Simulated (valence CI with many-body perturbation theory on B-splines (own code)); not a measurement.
# W2+: calculated level list

Calculated by configuration interaction combined with many-body perturbation theory (CI+MBPT): four valence electrons over a frozen Dirac-Fock core [Xe] 4f14, radial functions for each j: 7 s, 7 p, 8 d, 6 f, 4 g, 1 h, with the one-electron correlation potential Σ1 (screened to all orders), the two-electron term Σ2, the three-electron term Σ3, Breit, model QED; selected single and double excitations, second order for the rest, scaled by the run's own slope (own B-spline code, finite nucleus).

Against 9 measured levels this calculation errs by 356 cm⁻¹ on average and by 816 at most. These come from a selection out of NIST levels as listed in McCann et al., Mon. Not. R. Astron. Soc. 538, 537 (2025). Levels without a partner in it may be off by more, other configurations by 1,000 to 8,000 cm⁻¹. Among the levels kept, up to 390 cm⁻¹ of a level comes from second order outside the variational space, and about a tenth of that is noise between levels of different J, which matters for small intervals.

Levels 46 to 90 of 201, with energies above the lowest level, 5d⁴ ⁵D_0. "Leading %" is the weight of the configuration and term that name the level; weights of strongly mixed levels are sums over their largest components and can fall short. Lifetimes count E1, E2, E3, M1 and M2 decay at the calculated energies, and are blank where another channel may lead or the interval is too uncertain; long ones can be off by a factor of two.

| No. | Configuration | Term | J | E (eV) | Leading % | Second component | Lifetime |
| --- | --- | --- | --- | --- | --- | --- | --- |
| 46 | 5d³6s | ³H | 6 | 4.533 | 95 |  | 245 ms |
| 47 | 5d⁴ | ³F | 3 | 4.633 | 46 | 18 % 5d³6s ³D | 88.7 ms |
| 48 | 5d⁴ | ³F | 4 | 4.651 | 44 | 17 % 5d³6s ³H | 113 ms |
| 49 | 5d³6s | ³D | 2 | 4.660 | 21 | 20 % 5d⁴ ³F | 61.5 ms |
| 50 | 5d³6s | ³P | 0 | 4.682 | 44 | 32 % 5d⁴ ³P | 55.3 ms |
| 51 | 5d³6s | ³H | 5 | 4.717 | 50 | 39 % 5d³6s ³G | 94.1 ms |
| 52 | 5d³6s | ³F | 4 | 4.807 | 33 | 23 % 5d⁴ ¹G | 74.6 ms |
| 53 | 5d³6s | ³P | 1 | 4.854 | 42 | 32 % 5d⁴ ³P | 34.2 ms |
| 54 | 5d³6s | ³D | 3 | 5.050 | 64 | 10 % 5d⁴ ³F | 61.4 ms |
| 55 | 5d³6s | ³D | 2 | 5.060 | 30 | 17 % 5d⁴ ³P | 44.3 ms |
| 56 | 5d³6s | ¹H | 5 | 5.268 | 86 | 10 % 5d³6s ³G | 98.3 ms |
| 57 | 5d³6s | ³F | 2 | 5.317 | 38 | 16 % 5d⁴ ³F | 50.3 ms |
| 58 | 5d³6s | ¹P | 1 | 5.342 | 46 | 24 % 5d³6s ³D | 46.1 ms |
| 59 | 5d³6s | ³F | 3 | 5.478 | 68 | 18 % 5d⁴ ³F | 48.7 ms |
| 60 | 5d³6s | ³F | 4 | 5.568 | 72 | 15 % 5d⁴ ³F | 44.3 ms |
| 61 | 5d³6s | ¹D | 2 | 5.818 | 31 | 17 % 5d³6s ³F |  |
| 62 | 5d³6s | ³P | 2 | 5.926 | 52 | 19 % 5d⁴ ³P |  |
| 63 | 5d⁴ | ³P | 0 | 5.979 | 46 | 45 % 5d³6s ³P | 57.6 ms |
| 64 | 5d⁴ | ¹G | 4 | 6.003 | 50 | 34 % 5d³6s ¹G | 32.9 ms |
| 65 | 5d⁴ | ¹D | 2 | 6.104 | 28 | 18 % 5d²6s² ³F | 36.0 ms |
| 66 | 5d³6s | ³P | 1 | 6.132 | 47 | 28 % 5d⁴ ³P | 58.6 ms |
| 67 | 5d⁴ | ¹D | 2 | 6.485 | 39 | 26 % 5d²6s² ³F | 46.9 ms |
| 68 | 5d²6s² | ³F | 3 | 6.550 | 47 | 18 % 5d³6s ¹F | 33.9 ms |
| 69 | 5d³6s | ¹F | 3 | 6.742 | 44 | 21 % 5d²6s² ³F | 42.3 ms |
| 70 | 5d²6s² | ³F | 4 | 7.097 | 74 | 8 % 5d³6s ³F | 30.1 ms |
| 71 | 5d³6p | ⁵G° | 2 | 7.156 | 66 | 22 % 5d³6p ³F° | 3.01 ns |
| 72 | 5d³6s | ³D | 2 | 7.300 | 85 |  | 22.7 ms |
| 73 | 5d³6s | ³D | 1 | 7.318 | 95 |  | 26.3 ms |
| 74 | 5d³6s | ³D | 3 | 7.384 | 71 | 17 % 5d³6s ¹F | 21.3 ms |
| 75 | 5d²6s² | ³P | 0 | 7.398 | 71 | 8 % 5d²6s² ¹S | 16.0 ms |
| 76 | 5d³6p | ³D° | 1 | 7.505 | 53 | 33 % 5d³6p ⁵F° | 1.75 ns |
| 77 | 5d³6p | ⁵G° | 3 | 7.665 | 79 | 11 % 5d³6p ³F° | 2.48 ns |
| 78 | 5d²6s² | ³P | 1 | 7.774 | 83 | 7 % 5d³6s ³P | 4.58 ms |
| 79 | 5d²6s² | ³P | 2 | 7.783 | 42 | 16 % 5d²6s² ¹D | 13.9 ms |
| 80 | 5d³6p | ³D° | 2 | 7.835 | 42 | 26 % 5d³6p ⁵F° | 1.97 ns |
| 81 | 5d³6p | ⁵G° | 4 | 8.113 | 67 | 8 % 5d³6p ³G° | 2.23 ns |
| 82 | 5d⁴ | ¹S | 0 | 8.237 | 74 | 11 % 5d²6s² ¹S | 1.15 ms |
| 83 | 5d²6s² | ¹G | 4 | 8.277 | 82 | 6 % 5d²6s² ³F | 17.1 ms |
| 84 | 5d³6p | ⁵F° | 3 | 8.368 | 34 | 20 % 5d³6p ⁵D° | 1.50 ns |
| 85 | 5d³6s | ¹D | 2 | 8.371 | 56 | 23 % 5d²6s² ³P | 3.19 ms |
| 86 | 5d³6p | ⁵F° | 2 | 8.393 | 27 | 11 % 5d³6p ⁵G° | 2.00 ns |
| 87 | 5d³6p | ⁵D° | 0 | 8.437 | 43 | 21 % 5d³6p ³P° | 1.51 ns |
| 88 | 5d³6p | ³D° | 1 | 8.440 | 42 | 23 % 5d³6p ⁵D° | 1.97 ns |
| 89 | 5d³6p | ⁵G° | 5 | 8.452 | 32 | 27 % 5d³6p ³G° | 2.23 ns |
| 90 | 5d³6p | ⁵D° | 0 | 8.571 | 54 | 19 % 5d³6p ³P° | 1.05 ns |

Names give the largest LS component (configuration and term), which can be under half, so a name can repeat, a term be missing and a line seem to break the LS rules; names also repeat where a configuration has a term twice.

Where two levels of one J and parity lie close, their mixing, g and order are uncertain.
